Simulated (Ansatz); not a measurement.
Calculated with Ansatz (gas phase, PBE0-D4/def2-TZVP geometries, no zero-point term in ΔE). CBS: MP2 limit from def2 TZ/QZ plus the TZ coupled-cluster correction, frozen cores. This one scheme is used for every species. DFT in def2-TZVPP. B3LYP here is the variant with VWN-RPA as its local correlation; programs differ in this. One conformer a species, not always the lowest.

`C[O][Al]1[CH2]C[O]1` + HCl → `[Cl][Al]1[CH2]C[O]1` + CH₃OH  (ligand exchange at the Al–O bond)

```csv
level,ΔE (kcal/mol),difference from CCSD(T)/CBS
r2SCAN-D4,-7.9,-0.5
PBE0-D4,-8.4,-1.0
ωB97X-V,-7.3,0.1
B2PLYP,-6.7,0.7
r2SCAN,-8.0,-0.6
B3LYP,-6.8,0.6
HF/def2-TZVPP,-7.9,-0.5
MP2/def2-TZVPP,-7.0,0.4
SCS-MP2/def2-TZVPP,-6.5,0.9
CCSD/def2-TZVPP,-6.6,0.8
HF/def2-QZVPP,-7.6,-0.2
MP2/def2-QZVPP,-7.2,0.2
SCS-MP2/def2-QZVPP,-6.8,0.6
HF/CBS(def2),-7.5,-0.1
MP2/CBS(def2),-7.6,-0.2
CCSD/CBS(def2),-7.3,0.1
CCSD(T)/CBS,-7.4,0
```

Largest T1 diagnostic among the species: 0.013.

In def2-TZVPP, CCSD(T) changes the Hartree–Fock value by +1.2 kcal/mol (the triples alone add −0.1 kcal/mol) and MP2 by +0.9 kcal/mol.
